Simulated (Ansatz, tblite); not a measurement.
Spin states of the cluster Li₂I₂⁻, each relaxed with r2SCAN-D4/def2-TZVPD in Ansatz. Electronic energies in the gas phase.

In the def2 sets I takes a core potential, while STO-3G treats all electrons; there is no spin–orbit coupling. The xTB rows come from tblite. Correlated methods freeze 8 core orbitals; core or outer-core shells of Li, I are correlated, in sets that lack core-valence functions. The rows differ in basis, and correlated rows in double-zeta sets carry the largest basis error. In the quartet, I3 and I4 lie 3.23 Å apart (atoms count from 1), so these atoms are partly bonded to each other. The structure comes from a short search, and lower isomers may exist.

Doublet geometry (Cs within 0.1 Å):

```xyz
4

Li    2.5135   -0.2049    1.8583
Li   -0.8118   -0.0504   -0.5869
I    -2.6564   -1.2492   -1.8081
I     0.9547    1.5046    0.5367
```

Quartet geometry:

Cartesian coordinates in Å:
```
Li 0.140 -1.621 -1.821
Li -1.628 0.307 0.531
I 0.400 2.231 0.521
I 1.087 -0.917 0.769
```

⟨S²⟩: doublet 0.75 at PBE0-D4/def2-TZVPD (pure 0.75), quartet 3.75 at PBE0-D4/def2-TZVPD (pure 3.75).

Only these spin states were relaxed. The quartet has other bonds than the doublet, so the gap mixes isomer and spin.

```tsv
level	quartet − doublet (kJ/mol)	lowest of these	remarks
GFN2-xTB	457.9	doublet	–
HF/STO-3G	433.4	doublet	HOMO above zero (quartet)
HF/def2-SVPD	373.4	doublet	–
LDA (SPW92)/def2-TZVPD	344.7	doublet	HOMO above zero (doublet), HOMO above zero (quartet)
PBE-D4/def2-TZVPD	336.0	doublet	HOMO above zero (doublet), HOMO above zero (quartet)
revPBE-D4/def2-TZVPD	333.8	doublet	HOMO above zero (doublet), HOMO above zero (quartet)
r2SCAN-D4/def2-TZVPD	353.8	doublet	HOMO above zero (doublet), HOMO above zero (quartet)
ωB97X-V/def2-TZVPD	390.2	doublet	–
MP2/def2-SVPD	392.5	doublet	–
```

(1) Estimate the rows for GFN1-xTB, HF/def2-TZVPD, PBE0-D4/def2-TZVPD, r2SCAN0-D4/def2-TZVPD, BHLYP-D4/def2-TZVPD, RPA@PBE/def2-TZVPD, MP2/def2-TZVPD, CCSD/def2-SVPD, CCSD(T)/def2-SVPD.

## Answers

(1) 
| level | quartet − doublet (kJ/mol) | lowest of these | remarks |
| --- | --- | --- | --- |
| GFN1-xTB | 325.3 | doublet | – |
| HF/def2-TZVPD | 366.3 | doublet | – |
| PBE0-D4/def2-TZVPD | 355.7 | doublet | HOMO above zero (quartet) |
| r2SCAN0-D4/def2-TZVPD | 366.3 | doublet | HOMO above zero (quartet) |
| BHLYP-D4/def2-TZVPD | 383.4 | doublet | HOMO above zero (quartet) |
| RPA@PBE/def2-TZVPD | 356.9 | doublet | – |
| MP2/def2-TZVPD | 390.7 | doublet | – |
| CCSD/def2-SVPD | 385.4 | doublet | – |
| CCSD(T)/def2-SVPD | 381.7 | doublet | – |

The xTB methods have no spin-polarisation term.
